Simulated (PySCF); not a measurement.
**La²⁶⁺: ionisation energy**

La²⁶⁺ [Ar] 3d10 4s2 4p1 [4p1/2^1, M_J = 1/2] → La²⁷⁺ [Ar] 3d10 4s2, as a difference of total energies. All numbers are calculated (PySCF 2.14, the two-component X2C-1e Hamiltonian, in an uncontracted even-tempered set (17 s from 2.1 bohr⁻², ratio 2.8; 13 p from 2.7 bohr⁻², ratio 2.8; 8 d from 4.8 bohr⁻², ratio 2.8; 4 f from 13 bohr⁻², ratio 3)). Correlated levels: [Ne] frozen; the 74 highest virtual spinors dropped. "Screened" scales the spin-orbit matrix elements by Boettger's factors to mimic the two-electron term; Breit and QED terms are absent.

```json
{"method": "GHF (spin-free)", "ionisation energy (eV)": "885.49"}
{"method": "GMP2 (spin-free)", "ionisation energy (eV)": "886.24"}
{"method": "GHF (screened spin-orbit)", "ionisation energy (eV)": "902.24"}
{"method": "GMP2 (screened spin-orbit)", "ionisation energy (eV)": "903.00"}
```

Problem. How much does correlation contribute at GMP2 (screened spin-orbit)?

Solution. 903.00 − (902.24) = 0.76 eV, measured against GHF (screened spin-orbit).

Breit and QED terms and the two-electron picture change are absent.

The spin-free rows lack the spin-orbit shift.

For comparison: 906 ± 4 eV (theoretical estimate listed by NIST; NIST Atomic Spectra Database, ionization energies).
